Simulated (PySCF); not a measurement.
## Computed vibrations of [Eu(H2O)2]3+

[Eu(H2O)2]3+ (singlet in the valence; each metal's 4f electrons, 6 of them, lie in its core potential, out of spins and levels). PySCF 2.14.0, RKS PBE0, Eu lcecp-1-SVP with ECP52, O def2-SVP, H def2-SVP; non-relativistic Hamiltonian with scalar-relativistic core potentials where named; density fitting; no spin-orbit coupling. Central differences of gradients.

```xyz
7

Eu    0.0000    0.0000    0.0000
O     0.0000    0.0000    2.2911
H     0.5453    0.5453    2.9158
H    -0.5453   -0.5453    2.9158
O     0.0000    0.0000   -2.2911
H     0.5453   -0.5453   -2.9158
H    -0.5453    0.5453   -2.9158
```

Run from Python with OMP_NUM_THREADS=2. Where DIIS fails, smearing, a level shift and second-order steps follow.
It took 24 s on 2 threads of Arm Neoverse V1 (shared host).

(1) What are the harmonic wavenumbers and infrared intensities?

(2) Is this a minimum?

An lcecp potential fixes the number of 4f electrons, so in runs with it no electron can move into or out of that shell.

## Answers

(1) Modes are labelled in D2d; negative numbers are unstable modes, those under 60 cm⁻¹ near the noise; a finer grid moves soft modes by up to 10 cm⁻¹.
| cm⁻¹ | km/mol | symmetry |
| --- | --- | --- |
| -67 | – | e |
| -67 | – | e |
| 150 | 0.0 | b1 |
| 414 | 67.8 | b2 |
| 414 | 0.0 | a1 |
| 644 | 64.6 | e |
| 644 | 64.6 | e |
| 731 | 425.7 | e |
| 731 | 425.7 | e |
| 1673 | 325.1 | b2 |
| 1676 | 0.0 | a1 |
| 3514 | 1397.7 | b2 |
| 3531 | 0.0 | a1 |
| 3544 | 479.2 | e |
| 3544 | 479.2 | e |

(2) No: 2 unstable; the lowest moves the atoms so:
```
Eu  -0.01  0.08  0.00
O    0.04 -0.32  0.00
H    0.07 -0.43  0.07
H    0.07 -0.43 -0.07
O    0.04 -0.32  0.00
H    0.04 -0.43  0.09
H    0.04 -0.43 -0.09
```
